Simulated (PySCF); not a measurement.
Stepwise substitution at one centre (Sn OCH3-H). Isolated molecules, 0 K electronic values unless said otherwise. One relaxed conformer stands for each flexible species; it need not be the lowest. Strings in code marks are SMILES. In the def2 sets, heavy atoms carry core potentials. All members: neutral, multiplicity 1. Level: M06-2X/def2-TZVP // B3LYP-D3(BJ)/def2-SVP (PySCF). Delta-SCF ions had no search for a lower state.  The removal energy is E(N − 1 electrons) − E(N electrons) at the parent's geometry; ε(HOMO) is measured against the vacuum level.

```csv
species,−ε(HOMO) (eV),vertical ionisation energy (Delta-SCF) (eV)
`C[O][SnH3]`,9.01,9.83
"`C[O][SnH2][O]C` (C–O–Sn–O torsion 60°, O–Sn–O–C torsion 60°)",9.20,withheld
`C[O][SnH]([O]C)[O]C`,9.34,10.08
`C[O][Sn]([O]C)([O]C)[O]C`,9.58,10.25
`[SnH4]`,10.22,11.57
```

Q: Fit vertical ionisation energy (Delta-SCF) = a + b·x to the 4 complete rows by least squares, with x = −ε(HOMO) in eV. Give a, b and the rms residual, and predict the withheld value.

A: Means of the 4 rows: x̄ = 9.5375, ȳ = 10.433 eV. Σ(x − x̄)² = 0.78488 and Σ(x − x̄)(y − ȳ) = 1.156, so b = 1.473 and a = ȳ − b·x̄ = -3.616 eV. The rms residual is 0.167 eV. At x = 9.2 the line gives 9.94 eV. The run for `C[O][SnH2][O]C` (C–O–Sn–O torsion 60°, O–Sn–O–C torsion 60°) gave 9.95 eV, so the line is off by 0.01 eV, within twice the rms residual.

Codes: PySCF.
